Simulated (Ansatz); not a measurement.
Basis-set series for `N[SiH2][InH2]`. Total charge 0; spin multiplicity 1. In takes the def2 core potential. The structure was optimised at the PBE0-D4/def2-TZVP level. It is one conformer, not always the lowest.

```xyz
9

N     0.016   -1.710   -0.087
Si   -0.096   -0.236    0.810
In    0.248    1.747   -0.792
H    -0.410   -1.765   -0.998
H    -0.043   -2.597    0.389
H     0.955   -0.276    1.867
H    -1.385   -0.041    1.554
H     0.011    1.555   -2.500
H     0.704    3.323   -0.244
```

```tsv
functional	basis	functions	energy (Eh)	HOMO (eV)	LUMO (eV)
PBE0-D4	def2-SVP	88	-537.64978	-6.82	-1.90
PBE0-D4	def2-TZVPP	207	-537.83280	-6.94	-1.96
ωB97M-V	def2-SVP	88	-537.71917	-8.88	-0.30
ωB97M-V	def2-TZVPP	207	-537.90744	-8.99	-0.44
```

Question: Give the rows for def2-QZVPP. (Estimate.)

Answer: Ansatz gave: 
```csv
functional,basis,functions,energy (Eh),HOMO (eV),LUMO (eV)
PBE0-D4,def2-QZVPP,389,-537.84818,-6.97,-1.97
ωB97M-V,def2-QZVPP,389,-537.92220,-9.02,-0.47
```
